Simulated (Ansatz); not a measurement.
CH9GeNSi can be A, `N[CH2][GeH2][SiH3]`, or B, `[NH2][GeH2][CH2][SiH3]`.

Program: Ansatz. Geometries: PBE0-D4/def2-TZVP. ΔE: electronic, gas phase. CCSD(T)/CBS adds triple-zeta CCSD(T) − MP2 to the extrapolated MP2 energy (def2 sets, frozen cores). DFT in def2-TZVPP. B3LYP here is the variant with VWN-RPA as its local correlation; programs differ in this. For Ge outer-core shells are correlated without core-valence functions, which leaves a few kJ/mol of doubt a bond. Scalar relativity is left out up to krypton. One conformer a species, not always the lowest.

(1) Which isomer does CCSD(T)/CBS put lower? Give the gap. (An estimate is asked.)

(2) Give E(B) − E(A) in kJ/mol with HF/def2-TZVPP, r2SCAN-D4, PBE-D4, B2PLYP, CCSD/def2-TZVPP, B3LYP-D4, ωB97M-V. (An estimate is asked.)

Largest T1 diagnostic: 0.011.

Answers

(1) Ansatz gave: B, by 81.7 kJ/mol.

(2) Ansatz gave: HF/def2-TZVPP -86.3, r2SCAN-D4 -75.7, PBE-D4 -62.6, B2PLYP -79.3, CCSD/def2-TZVPP -81.9, B3LYP-D4 -73.1, ωB97M-V -80.5. None reverses the order clearly.

From PBE to PBE0 (25 % exact exchange), in def2-TZVPP and without D4, E(B) − E(A) moves by −6.1 kJ/mol.
